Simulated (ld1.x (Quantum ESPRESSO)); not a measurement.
**LDA (PZ) ultrasoft dataset for titanium, scalar-relativistic all-electron reference.**

```
Element                 : titanium (Ti)
Generator               : ld1.x (Quantum ESPRESSO) 7.5
Type                    : ultrasoft
Functional              : LDA (PZ)
Relativity              : scalar-relativistic
Frozen core             : [Ar]
Valence charge          : 4
Reference configuration : 3d2 4s2 4p0
Partial waves           : 4s (bound): rcut 2.30, rcutus 3.15 bohr; 4s channel at 0.1 Ry: rcut 2.30, rcutus 3.15 bohr; 4p (bound, empty): rcut 3.20, rcutus 4.00 bohr; 4p channel at 0.6 Ry: rcut 3.20, rcutus 4.00 bohr; 3d (bound): rcut 1.30, rcutus 1.60 bohr; 3d channel at 2.55 Ry: rcut 1.30, rcutus 1.60 bohr
Local potential         : all-electron potential smoothed inside 1.35 bohr (lloc = -1)
Core correction         : a·sin(br)/r model core, default radius (core density twice the valence density)
Augmentation charge     : built from norm-conserving waves at rcut, not smoothed further
```

All-electron outer shells of the reference configuration (LDA (PZ), scalar-relativistic, ld1.x):

```csv
shell,level (eV),outermost node (bohr),outermost maximum (bohr)
3s,-62.26,0.40,0.87
3p,-38.78,0.37,0.90
4s,-4.60,1.25,2.88
3d,-4.46,–,0.97
4p,-1.54,1.39,3.80
```

Calculated quality:

- Ghost test: ghost state, extra bound levels that the all-electron valence spectrum of the same l lacks: s at -418.9 eV (other channels not judged); a true bound ghost makes a file unfit for plane-wave use (spherical-Bessel basis up to 400 Ry, 20 bohr box)
- Configuration tests: test run stopped at test 3 of 9 (negative rho)
- Lowest eigenvalue of the overlap operator: 0.06 (s channel)

Generation and tests took about 1.8 s on one core of a shared server CPU.
